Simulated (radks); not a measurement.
Task: Species: Re IV. Configuration: [Xe] 4f14 5d3 7f1 (not the ground configuration). All-electron calculation, scalar-relativistic Kohn-Sham, r2SCAN, spin-polarised, spherical densities, finite nucleus; open shells are filled with parallel spins first (spin-orbit coupling, left out, can overturn this in heavy ions); meta-GGA in the generalised Kohn-Sham scheme; Fermi nuclear charge, rms radius 5.3698 fm. Program: a radial shooting solver on a logarithmic mesh with Libxc functionals. Some entries of the table are withheld. Estimate them.

orbital,occ.,eigenvalue (eV),<r> (bohr),<1/r> (bohr^-1)
1s down,1,-71772.69,0.01804,88.72
1s up,1,-71772.67,0.01804,88.72
2s up,1,-12505.22,0.07620,20.78
2s down,1,-12504.92,0.07620,20.78
2p up,3,-10916.74,0.06835,18.75
2p down,3,-10916.51,0.06835,18.75
3s up,1,-2937.170,0.1972,7.707
3s down,1,-2937.151,0.1972,7.707
3p up,3,-2466.585,0.1977,7.094
3p down,3,-2466.542,0.1977,7.094
3d up,5,-1931.984,0.1793,6.689
3d down,5,-1931.820,0.1793,6.689
4s up,1,-651.6925,0.4406,3.270
4s down,1,-651.4727,0.4407,3.269
4p up,3,-496.6466,0.4683,2.971
4p down,3,-496.4592,0.4684,2.970
4d up,5,-301.0735,0.5000,2.646
4d down,5,-300.8448,0.4999,2.646
5s up,1,-128.9791,1.035,1.291
5s down,1,-127.0501,1.027,1.303
5p up,3,-89.8205,1.190,1.101
5p down,3,-87.1622,1.176,1.117
4f up,7,(1),0.5798,(2)
4f down,7,(3),0.5758,(4)
5d up,3,-43.8802,1.587,0.8070
5d down,0,-40.0441,1.572,0.8208
7f up,1,-5.8855,10.86,0.1323

Result: 
(1) 4f up eigenvalue (eV): -84.3990
(2) 4f up <1/r> (bohr^-1): 2.163
(3) 4f down eigenvalue (eV): -83.9407
(4) 4f down <1/r> (bohr^-1): 2.172
